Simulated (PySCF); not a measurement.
W(O)2(OH) (HO3W), SMILES [O]=[W+](=[O])[OH], charge +1, multiplicity 1. Atoms are numbered in the order given.

```xyz
5

W      0.0541     0.1776     0.0000
O      0.7418    -0.6064    -1.3104
O      0.7418    -0.6064     1.3104
O     -1.6927    -0.3009     0.0000
H     -2.3319    -1.0341     0.0000
```
Charge +1, spin multiplicity 1.

Coordinates come from a PBE0-D3(BJ)/def2-SVP optimisation. The multiplicity is an assumed one; other spin states were not compared. The isomer is the one that the SMILES or the coordinates give; other isomers of the formula were not compared. The def2 effective core potentials stand for the cores of W; spin–orbit coupling is left out. Other conformers were not sampled.

Calculation: PySCF with PBE/def2-TZVPD.

Mulliken values depend strongly on the basis, most of all with diffuse functions as here. ESP charges are fitted to the potential on shells at 1.4 to 2.0 van der Waals radii. Atomic charges (e):

```csv
atom,ESP fit,Mulliken
W1,2.09,1.70
O2,-0.44,-0.30
O3,-0.44,-0.30
O4,-0.73,-0.44
H5,0.53,0.35
```
